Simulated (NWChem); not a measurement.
# Run times for C3H4B (SMILES BC1=[C]C1)

C3H4B has 8 atoms, charge 0, and is taken as a doublet. As SMILES, `BC1=[C]C1`. The coordinates come from a GFN2-xTB relaxation.

```
atom    x (Å)    y (Å)    z (Å)
   B  -0.2402   1.5179   0.0208
   C   0.2714   0.1557   0.3260
   C   0.9596  -0.7914   0.9129
   C   0.1242  -1.3867  -0.1267
   H  -1.0416   1.6595  -0.8217
   H   0.1556   2.4367   0.6257
   H  -0.7868  -1.9091   0.1363
   H   0.5578  -1.6825  -1.0734
```

Program: NWChem 7.3.0. Hardware: 1 thread of Intel Xeon Platinum 8488C (Sapphire Rapids), shared host, so times are rough. Two-electron integrals are exact unless an approximation is named.

Question: Estimate their order by wall time, quickest first.
A. energy at UCCSD(T)/STO-3G, 4 core orbitals frozen
B. gradient at UPBE0/def2-SVP, grid xfine
C. gradient at USVWN5/6-31G** (spherical functions), grid xfine

Answer: A (4.8 s), C (20 s), B (58 s).
